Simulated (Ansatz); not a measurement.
Basis-set extrapolation for C4H7B, SMILES `C#CBCC` (PBE0-D4/def2-TZVP geometry, frozen core, the Gaussian-basis code of Ansatz). Multiplicity 1, RHF reference.

```tsv
	def2-TZVPP	def2-QZVPP
HF	-180.240396	-180.248460
MP2 correlation	-0.746424	-0.793641
CCSD(T) correlation	-0.825017	not run
```

Energies in hartree. Use E(X) = E(∞) + A·exp(−7.88·√X) for Hartree–Fock and E(X) = E(∞) + B·X^(−2.97) for correlation, with X = 3 and 4, and add CCSD(T) minus MP2 of the smaller set to the MP2 limit.

Problem. What is the CCSD(T) energy at the basis-set limit?

Solution. HF limit: -180.248460 + (-0.008064) × 0.13774 = -180.24957. MP2 limit: -0.793641 + (-0.047217) × 0.74074 = -0.82862. Higher-order term: -0.825017 − (-0.746424) = -0.07859. Total: -181.15678 hartree, 57.3 kcal/mol below CCSD(T)/def2-TZVPP.
